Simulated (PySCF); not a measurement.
**A PySCF run on SrSn⁺**

State: ⁴Σ⁻ (quartet), unpaired electrons σ ↑, π ↑↑.

An equivalent input (the run itself took its basis sets from the Basis Set Exchange, started from a PBE0 density and held the occupation σ 7α 6β, πx 4α 3β, πy 4α 3β, δx 1α 1β, δy 1α 1β):

```python
from pyscf import gto, dft
mol = gto.M(atom='Sr 0 0 0; Sn 0 0 3.048', basis={'Sr': 'def2-SVPD', 'Sn': 'def2-SVPD'}, ecp={'Sr': 'def2-SVPD', 'Sn': 'def2-SVPD'},
            charge=1, spin=3, verbose=4, symmetry='C2v')
mf = dft.UKS(mol, xc='HYB_MGGA_XC_R2SCAN0')
mf.grids.atom_grid = (80, 434)
mf.grids.prune = dft.gen_grid.treutler_prune
mf.irrep_nelec = {'A1': (8, 7), 'A2': (1, 1), 'B1': (4, 3), 'B2': (4, 3)}
mf.conv_tol = 1e-9
mf.max_cycle = 60
mf.diis_space = 10
mf.kernel()
```

The log (some set-up lines and the per-cycle HOMO/LUMO lines removed):

```
******** <class 'pyscf.dft.uks_symm.SymAdaptedUKS'> ********
method = SymAdaptedUKS
damping factor = 0
level_shift factor = 0
DIIS = <class 'pyscf.scf.diis.CDIIS'>
diis_start_cycle = 1
diis_space = 10
diis_damp = 0
SCF conv_tol = 1e-09
SCF conv_tol_grad = None
SCF max_cycles = 60
number electrons alpha = 17  beta = 14
Set gradient conv threshold to 3.16228e-05
init E= -244.813879392801
cycle= 1 E= -244.81419080137  delta_E= -0.000311  |g|= 0.0139  |ddm|= 0.115
cycle= 2 E= -244.814149425919  delta_E= 4.14e-05  |g|= 0.0155  |ddm|= 0.0823
cycle= 3 E= -244.814401062214  delta_E= -0.000252  |g|= 0.000925  |ddm|= 0.046
cycle= 4 E= -244.814403291541  delta_E= -2.23e-06  |g|= 0.000549  |ddm|= 0.00449
cycle= 5 E= -244.814403798698  delta_E= -5.07e-07  |g|= 8.69e-05  |ddm|= 0.00262
cycle= 6 E= -244.814403825864  delta_E= -2.72e-08  |g|= 2.23e-05  |ddm|= 0.000577
cycle= 7 E= -244.814403827473  delta_E= -1.61e-09  |g|= 5.25e-06  |ddm|= 0.000143
cycle= 8 E= -244.814403827582  delta_E= -1.09e-10  |g|= 1.38e-06  |ddm|= 3.56e-05
Extra cycle  E= -244.814403827588  delta_E= -6.71e-12  |g|= 9.66e-07  |ddm|= 9.81e-06
converged SCF energy = -244.814403827588  <S^2> = 3.753767  2S+1 = 4.0018831
```

Repeating this along the bond gives Re = 3.040 Å and ωe = 162 cm⁻¹.

A point of this curve took 1.2 CPU seconds beside 0.58 for the integrals, on Oxide Virtual Turin-like (shared host).

Spin–orbit coupling is left out. The state is the lowest determinant that a PBE0 search found; another state may lie lower at other levels.
